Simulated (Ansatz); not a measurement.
Ideal-gas functions of `[CH3][GeH]([Cl])[SeH]` at 298.15 K and 1 bar, from an Ansatz frequency run at PBE0-D4/def2-TZVP.

Molar mass 204.07 g/mol, point group C1 (symmetry number 1), electronic degeneracy 1, moments of inertia 154.266, 418.22, 521.28 u Å². Harmonic wavenumbers (cm⁻¹, unscaled): 109, 134, 142, 159, 170, 290, 410, 576, 617, 674, 745, 818, 855, 1263, 1445, 1449, 2167, 2443, 3067, 3166, 3169.

Use S(trans) = R[1.5 ln M + 2.5 ln T − 1.1517]; rotational temperatures θ = 24.2544 K / I; S(rot) = R[ln(√π/σ · √(T³/θAθBθC)) + 1.5]; for each mode x = 1.438777 ν̃/T, S = R[x/(eˣ − 1) − ln(1 − e⁻ˣ)] and H = RT x/(eˣ − 1); 1 cm⁻¹ = 0.0119627 kJ/mol; R = 8.31446 J/(mol·K).

Problem. By hand: the entropy, in J/(mol·K).

Solution. Translation 175.2. Rotation: θ = 0.1572, 0.058, 0.0465 K, giving 120.6. Vibration, mode by mode: 13.75, 12.08, 11.62, 10.72, 10.19, 6.17, 3.88, 2.06, 1.76, 1.42, 1.08, 0.81, 0.70, 0.13, 0.06, 0.06, 0.00, 0.00, 0.00, 0.00, 0.00, in all 76.5. Electronic 0.0. Sum 372.3 J/(mol·K).

Problem. By hand: H − E and G − E in kJ/mol, counted from the electronic energy.

Solution. Zero-point energy ½ × 23868 × 0.0119627 = 142.8; thermal vibration 12.4; translation, rotation and pV give 4 RT = 9.9. H − E = 165.1 kJ/mol, and G − E = 165.1 − 298.15 × 372.3/1000 = 54.1 kJ/mol.

Vibration gives 21 % of the entropy, 37.5 J/(mol·K) of it from the modes under 150 cm⁻¹: soft modes count most, and the harmonic formula is weakest for them. The sum counts one conformer and one mirror image; others add a mixing term.
